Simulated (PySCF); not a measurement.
A GIAO shielding run with PySCF 2.14.0 with density-fitted response routines (density fitting, non-relativistic, gas phase) on SMILES C=C/C=C(/[SiH2]F)SC, C5H9FSSi:

```
$ OMP_NUM_THREADS=1 python probes_run.py task.json out

{"job": {"kind": "nmr", "xc": "PBE0", "basis": "pcSseg-1"}, "charge": 0, "multiplicity": 1}
C      3.493850    -0.433730     0.447401
C      2.283831     0.106039     0.308012
C      1.065926    -0.649624     0.400892
C     -0.183866    -0.166375     0.228347
Si    -1.659111    -1.336187     0.321053
F     -2.675771    -0.840986     1.473396
S     -0.377286     1.536615    -0.207118
C     -2.156943     1.846526    -0.012671
H      4.392355     0.153614     0.375685
H      3.620769    -1.487917     0.633171
H      2.177548     1.165174     0.113914
H      1.177387    -1.701070     0.634003
H     -2.466140    -1.322757    -0.891491
H     -1.219142    -2.649125     0.755512
H     -2.285263     2.910158    -0.191966
H     -2.471011     1.601766     0.996078
H     -2.724132     1.279908    -0.744666
```

Hardware: 1 thread of an Intel Xeon 6975P-C, shared host. The job also computes population analyses, field gradients.

(1) How large is the calculation?

(2) How long does it take, and how much memory does it need?

Answers

(1) 78 electrons, 195 basis functions and 1056 auxiliary functions.

(2) 26 s of wall time, with 14 SCF cycles and 5 response iterations; peak memory 0.92 GiB. Times on a shared host scatter by some tens of per cent.
